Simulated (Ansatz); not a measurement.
This singlet lies 0.43 eV below the relaxed triplet at the level frozen-core CCSD(T)/aug-cc-pVTZ // B3LYP-D3(BJ)/def2-SVPD (Ansatz, a first-principles code).

Cartesian coordinates (Å):
SMILES: C#C[B-]F
```xyz
5

C      1.2693     0.0313    -0.3063
C      0.0750    -0.0383    -0.6102
B     -1.3441    -0.2777    -1.2326
F     -2.3364     0.2857    -0.4346
H      2.3361    -0.0011    -0.1930
```
Charge -1, spin multiplicity 1.

Computed with frozen-core CCSD(T)/aug-cc-pVTZ // B3LYP-D3(BJ)/def2-SVPD in Ansatz. The restricted HF reference is unstable towards unrestricted orbitals.

```
Property                        Value
----------------------  -------------
HF energy               -200.43028 Ha
MP2 correlation energy    -0.66828 Ha
```

Q: Estimate the CCSD correlation energy, the (T) correction, the total energy and the T1 diagnostic.

A: 
| Quantity | Result |
|---|---|
| CCSD correlation energy | -0.67990 Ha |
| (T) correction | -0.03388 Ha |
| CCSD(T) total energy | -201.14406 Ha |
| T1 diagnostic | 0.017 |
